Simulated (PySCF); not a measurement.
PySCF input for BClH, SMILES [BH]Cl (connectivity only; charge and spin as stated), charge +1, multiplicity 1, TDDFT-M06-2X/def2-TZVPD. Geometry optimised at TPSSh-D3(BJ)/def2-TZVPD. The spin state was assumed, not searched. The isomer is the one that the SMILES or the coordinates give; other isomers of the formula were not compared.

```python
import numpy as np
from pyscf import gto, scf, dft, tdscf

mol = gto.M(
    atom='''
    B     0.00000000    0.00000000    1.12766648
    Cl    0.00000000    0.00000000   -0.46697744
    H     0.00000000    0.00000000    2.30028409
    ''',
    basis='def2-TZVPD',
    charge=1,
    spin=0,
    symmetry=True,
    symmetry_subgroup='C2v',
    max_memory=1600,
    verbose=4,
)
mf = dft.RKS(mol, xc='m06-2x').density_fit(auxbasis='def2-universal-jkfit')
mf.grids.level = 4
mf.conv_tol = 1e-9
mf.max_cycle = 100
mf.kernel()
mf.grids = dft.Grids(mol).set(level=2).build(with_non0tab=True)  # coarser grid for the response kernel
td = tdscf.TDDFT(mf)
td.singlet = True
td.nstates = 10
td.conv_tol = 1e-4
td.positive_eig_threshold = 1e-6
td.kernel(x0=td.get_init_guess(mf, 15))
td.analyze()
tt = tdscf.TDA(mf)
tt.singlet = False
tt.nstates = 4
tt.conv_tol = 1e-4
tt.positive_eig_threshold = 1e-6
tt.kernel(x0=tt.get_init_guess(mf, 9))
tt.analyze(verbose=3)
```

Output:

```
PySCF version 2.14.0

[INPUT] verbose = 4
[INPUT] num. atoms = 3
[INPUT] num. electrons = 22
[INPUT] charge = 1
[INPUT] spin (= nelec alpha-beta = 2S) = 0
[INPUT] symmetry True subgroup C2v
[INPUT] Mole.unit = angstrom
[INPUT] Symbol           X                Y                Z      unit          X                Y                Z       unit  Magmom
[INPUT]  1 B      0.000000000000   0.000000000000   1.127666480000 AA    0.000000000000   0.000000000000   2.130980807052 Bohr   0.0
[INPUT]  2 Cl     0.000000000000   0.000000000000  -0.466977440000 AA    0.000000000000   0.000000000000  -0.882459467951 Bohr   0.0
[INPUT]  3 H      0.000000000000   0.000000000000   2.300284090000 AA    0.000000000000   0.000000000000   4.346906938794 Bohr   0.0

nuclear repulsion = 33.7142282965982
point group symmetry = Coov, use subgroup C2v
symmetry origin: [0.00000000e+00 0.00000000e+00 8.21619989e-10]
symmetry axis x: [1. 0. 0.]
symmetry axis y: [0. 1. 0.]
symmetry axis z: [0. 0. 1.]
num. orbitals of irrep A1 = 42
num. orbitals of irrep A2 = 8
num. orbitals of irrep B1 = 21
num. orbitals of irrep B2 = 21
number of shells = 34
number of NR pGTOs = 135
number of NR cGTOs = 92
basis = def2-TZVPD
ecp = {}


[settings echo left out]
init E= -485.830291508793
HOMO (B2) = -0.453067425922521  LUMO (B2) = -0.0647661790319507  gap/eV = 10.56622
cycle= 1 E= -485.267484588462  delta_E= 0.563  |g|= 0.318  |ddm|= 1.28
HOMO (B1) = -0.746302746142412  LUMO (B2) = -0.368229719016258  gap/eV = 10.28789
cycle= 2 E= -485.279917215594  delta_E= -0.0124  |g|= 0.326  |ddm|= 0.529
HOMO (B1) = -0.74692506174387  LUMO (B1) = -0.315603134555891  gap/eV = 11.73687
cycle= 3 E= -485.310041336203  delta_E= -0.0301  |g|= 0.0563  |ddm|= 0.268
HOMO (B1) = -0.729256658100068  LUMO (B2) = -0.302323411195641  gap/eV = 11.61745
cycle= 4 E= -485.310594159935  delta_E= -0.000553  |g|= 0.0103  |ddm|= 0.0844
HOMO (B2) = -0.730166902116858  LUMO (B1) = -0.300847745711836  gap/eV = 11.68237
cycle= 5 E= -485.310614996914  delta_E= -2.08e-05  |g|= 0.00218  |ddm|= 0.0151
HOMO (B2) = -0.729852011498243  LUMO (B1) = -0.300851102252606  gap/eV = 11.67371
cycle= 6 E= -485.310616299846  delta_E= -1.3e-06  |g|= 0.000449  |ddm|= 0.00299
HOMO (B2) = -0.729957295841931  LUMO (B2) = -0.300911788035053  gap/eV = 11.67492
cycle= 7 E= -485.310616354929  delta_E= -5.51e-08  |g|= 9.94e-05  |ddm|= 0.000649
HOMO (B2) = -0.72993595857009  LUMO (B1) = -0.300904117062402  gap/eV = 11.67455
cycle= 8 E= -485.310616357439  delta_E= -2.51e-09  |g|= 7.69e-06  |ddm|= 0.000129
HOMO (B2) = -0.729937085886521  LUMO (B1) = -0.300904149676947  gap/eV = 11.67458
cycle= 9 E= -485.310616357471  delta_E= -3.17e-11  |g|= 2.54e-06  |ddm|= 1.77e-05
HOMO (B2) = -0.729936521650959  LUMO (B2) = -0.300904300768186  gap/eV = 11.67456
Extra cycle  E= -485.310616357471  delta_E= -7.96e-13  |g|= 2.08e-06  |ddm|= 5.11e-06
converged SCF energy = -485.310616357471
tot grids = 28328
Overwritten attributes  positive_eig_threshold  of <class 'pyscf.tdscf.rks.TDDFT'>


******** <class 'pyscf.tdscf.rks.TDDFT'> for <class 'pyscf.df.df_jk.DFSymAdaptedRKS'> ********
nstates = 10 singlet
deg_eia_thresh = 1.000e-03
wfnsym = None
conv_tol = 0.0001
eigh lindep = 1e-12
eigh level_shift = 0
eigh max_cycle = 100


Excitation energies (eV)
[ 6.93093464  7.17928653  7.17933023  8.89937823  8.89937823  9.49034888
 11.09331936 11.09331936 11.63255344 11.63255345]

** Singlet excitation energies and oscillator strengths **
Excited State   1:   A2      6.93093 eV    178.89 nm  f=0.0000
      10 -> 13        0.49763
      11 -> 12       -0.49763
Excited State   2:   A2      7.17929 eV    172.70 nm  f=0.0000
      10 -> 13       -0.49791
      11 -> 12       -0.49791
Excited State   3:   A1      7.17933 eV    172.70 nm  f=0.0000
      10 -> 12       -0.49791
      11 -> 13        0.49791
Excited State   4:   B1      8.89938 eV    139.32 nm  f=0.0112
       9 -> 12        0.70207
Excited State   5:   B2      8.89938 eV    139.32 nm  f=0.0112
       9 -> 13        0.70207
Excited State   6:   A1      9.49035 eV    130.64 nm  f=0.3418
       9 -> 14        0.11606
       9 -> 19        0.10379
      10 -> 12        0.48020
      11 -> 13        0.48020
Excited State   7:   B1     11.09332 eV    111.76 nm  f=0.0104
       8 -> 12        0.23463
      10 -> 14       -0.60361
      10 -> 15        0.19480
      10 -> 19       -0.16577
Excited State   8:   B2     11.09332 eV    111.76 nm  f=0.0104
       8 -> 13        0.23463
      11 -> 14       -0.60361
      11 -> 15        0.19480
      11 -> 19       -0.16577
Excited State   9:   B2     11.63255 eV    106.58 nm  f=0.1310
       8 -> 13        0.64813
      11 -> 14        0.20128
      11 -> 15       -0.11457
Excited State  10:   B1     11.63255 eV    106.58 nm  f=0.1310
       8 -> 12       -0.64813
      10 -> 14       -0.20128
      10 -> 15        0.11457

** Transition electric dipole moments (AU) **
state          X           Y           Z        Dip. S.      Osc.
  1        -0.0000      0.0000     -0.0000      0.0000      0.0000
  2         0.0000      0.0000     -0.0000      0.0000      0.0000
  3        -0.0000     -0.0000     -0.0000      0.0000      0.0000
  4         0.2269     -0.0000     -0.0000      0.0515      0.0112
  5        -0.0000      0.2269     -0.0000      0.0515      0.0112
  6        -0.0000      0.0000      1.2125      1.4702      0.3418
  7        -0.1957     -0.0000      0.0000      0.0383      0.0104
  8        -0.0000     -0.1957     -0.0000      0.0383      0.0104
  9         0.0000      0.6781     -0.0000      0.4598      0.1310
 10        -0.6781     -0.0000      0.0000      0.4598      0.1310

** Transition velocity dipole moments (imaginary part, AU) **
state          X           Y           Z        Dip. S.      Osc.
  1         0.0000      0.0000      0.0000      0.0000      0.0000
  2         0.0000      0.0000      0.0000      0.0000      0.0000
  3         0.0000      0.0000     -0.0000      0.0000      0.0000
  4         0.0707      0.0000     -0.0000      0.0050      0.0102
  5         0.0000      0.0707     -0.0000      0.0050      0.0102
  6        -0.0000     -0.0000      0.4411      0.1946      0.3719
  7        -0.0794      0.0000      0.0000      0.0063      0.0103
  8        -0.0000     -0.0794      0.0000      0.0063      0.0103
  9         0.0000      0.3016      0.0000      0.0910      0.1418
 10        -0.3016     -0.0000     -0.0000      0.0910      0.1419

** Transition magnetic dipole moments (imaginary part, AU) **
state          X           Y           Z
  1         0.0000      0.0000     -0.0000
  2         0.0000     -0.0000     -0.0000
  3         0.0000     -0.0000     -0.0000
  4         0.0000     -1.7965     -0.0000
  5         1.7965     -0.0000     -0.0000
  6        -0.0000      0.0000     -0.0000
  7        -0.0000      0.1458     -0.0000
  8        -0.1458      0.0000      0.0000
  9         0.4565     -0.0000      0.0000
 10         0.0000      0.4566      0.0000
Overwritten attributes  positive_eig_threshold  of <class 'pyscf.tdscf.rks.TDA'>


******** <class 'pyscf.tdscf.rks.TDA'> for <class 'pyscf.df.df_jk.DFSymAdaptedRKS'> ********
nstates = 4 triplet
deg_eia_thresh = 1.000e-03
wfnsym = None
conv_tol = 0.0001
eigh lindep = 1e-12
eigh level_shift = 0
eigh max_cycle = 100


Excitation energies (eV)
[6.13571114 6.68860949 6.68861784 6.97047668]

** Triplet excitation energies and oscillator strengths **
Excited State   1:   A1      6.13571 eV    202.07 nm  f=0.0000
Excited State   2:   A2      6.68861 eV    185.37 nm  f=0.0000
Excited State   3:   A1      6.68862 eV    185.37 nm  f=0.0000
Excited State   4:   A2      6.97048 eV    177.87 nm  f=0.0000
```

The calculation finished and met its thresholds.
